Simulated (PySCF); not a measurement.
Input for PySCF: D3(BJ) and D4 dispersion corrections on H2OSi (SMILES O[SiH]), a point of a torsion scan.

```python
from pyscf import gto
from pyscf.dispersion import dftd3, dftd4

mol = gto.M(
    atom='''
    O    -0.77212138    0.21474178    0.28012874
    Si    0.68281048    0.75067798   -0.28859014
    H    -1.33013528   -0.43399574   -0.12846584
    H     1.48785321    0.33643047    0.89282606
    ''',
    basis='def2-svp',
    charge=0, spin=0, verbose=0, max_memory=1800)
d3, d4 = {}, {}
for xc in ['hf', 'pbe', 'blyp', 'revpbe', 'tpss', 'r2scan', 'b3lyp', 'pbe0', 'bhlyp', 'camb3lyp', 'b2plyp']:
    d3[xc] = float(dftd3.DFTD3Dispersion(mol, xc=xc, version='d3bj', atm=False).get_dispersion()['energy'])
    print(f'D3(BJ) {xc:10s} {d3[xc]:14.8f} Eh')
for xc in ['hf', 'pbe', 'blyp', 'revpbe', 'tpss', 'r2scan', 'b3lyp', 'pbe0', 'bhlyp', 'camb3lyp', 'b2plyp']:
    d4[xc] = float(dftd4.DFTD4Dispersion(mol, xc={'camb3lyp': 'cam-b3lyp'}.get(xc, xc), atm=True).get_dispersion()['energy'])
    print(f'D4     {xc:10s} {d4[xc]:14.8f} Eh')
```

It printed:

```
D3(BJ) hf            -0.01744005 Eh
D3(BJ) pbe           -0.00163443 Eh
D3(BJ) blyp          -0.00365968 Eh
D3(BJ) revpbe        -0.00428792 Eh
D3(BJ) tpss          -0.00205916 Eh
D3(BJ) r2scan        -0.00040341 Eh
D3(BJ) b3lyp         -0.00299569 Eh
D3(BJ) pbe0          -0.00139444 Eh
D3(BJ) bhlyp         -0.00242082 Eh
D3(BJ) camb3lyp      -0.00125662 Eh
D3(BJ) b2plyp        -0.00140075 Eh
D4     hf            -0.00648136 Eh
D4     pbe           -0.00158403 Eh
D4     blyp          -0.00366078 Eh
D4     revpbe        -0.00542047 Eh
D4     tpss          -0.00214861 Eh
D4     r2scan        -0.00034038 Eh
D4     b3lyp         -0.00260276 Eh
D4     pbe0          -0.00129865 Eh
D4     bhlyp         -0.00193537 Eh
D4     camb3lyp      -0.00130053 Eh
D4     b2plyp        -0.00108162 Eh
```

The run finished.

Cost: around 0.020 core-seconds (rough).
